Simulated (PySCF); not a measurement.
PySCF 2.14 output of an unrestricted BP86 calculation on a single atom or ion in jorge-DZP-DKH (8s6p2d1f, 43 functions), with the spin-free X2C one-electron Hamiltonian (Gaussian nucleus):

```
SCF conv_tol = 1e-09
number electrons alpha = 14  beta = 10
    A. D. Becke.,  Phys. Rev. A 38, 3098 (1988)
    J. P. Perdew.,  Phys. Rev. B 33, 8822 (1986)
cycle= 1 E= -1391.06335569827  delta_E= -0.0135  |g|= 0.0686  |ddm|= 0.108
cycle= 2 E= -1391.06342116518  delta_E= -6.55e-05  |g|= 0.0694  |ddm|= 0.05
cycle= 3 E= -1391.06414132807  delta_E= -0.00072  |g|= 0.00144  |ddm|= 0.0239
cycle= 4 E= -1391.06414171603  delta_E= -3.88e-07  |g|= 0.000194  |ddm|= 0.000672
cycle= 5 E= -1391.0641417228  delta_E= -6.77e-09  |g|= 5.84e-06  |ddm|= 8.3e-05
cycle= 6 E= -1391.0641417228  delta_E= -8.87e-12  |g|= 4.44e-07  |ddm|= 3.54e-06
converged SCF energy = -1391.0641417228  <S^2> = 6.0006759  2S+1 = 5.0002704
```

The run itself started from symmetry-adapted Hartree-Fock orbitals and held the occupation by maximum overlap, on a logarithmic radial grid, so the iterations belong to that start.

Q: Which element, charge and spin multiplicity is this?

A: Co(3+) (cobalt, charge +3), multiplicity 5; the state was [Ar] 3d6, high-spin 5D determinant.
